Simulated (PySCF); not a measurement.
CH3Cl2NSi2, SMILES Cl[Si]1(Cl)C=N[SiH2]1.

Geometry optimised at r2SCAN-D4/def2-SVP. The structure was generated by enumeration, and PubChem lists no compound with its InChIKey, so it may never have been made.

Two levels are set side by side: TDA-PBE/def2-SVPD (PySCF) and TDA-ωB97X/def2-SVPD (PySCF). Vertical, same geometry. The lowest singlet is HOMO→LUMO 99 % with PBE and HOMO→LUMO 91 % with the other functional; states are paired by order. Differences are taken from unrounded values.

| quantity | TDA-ωB97X | TDA-PBE | TDA-PBE minus TDA-ωB97X |
|---|---|---|---|
| lowest singlet excitation (eV) | 3.76 | 3.54 | -0.22 |
| lowest triplet excitation (TDA) (eV) | 3.01 | 2.77 | -0.24 |

Functionals without exact exchange tend to place singlet excitations lower, as here. Differences between two approximate levels are no errors against the true value.

Rough cost on one machine, each run with all the roots and properties that it gave: TDA-ωB97X against TDA-PBE about 4 times.
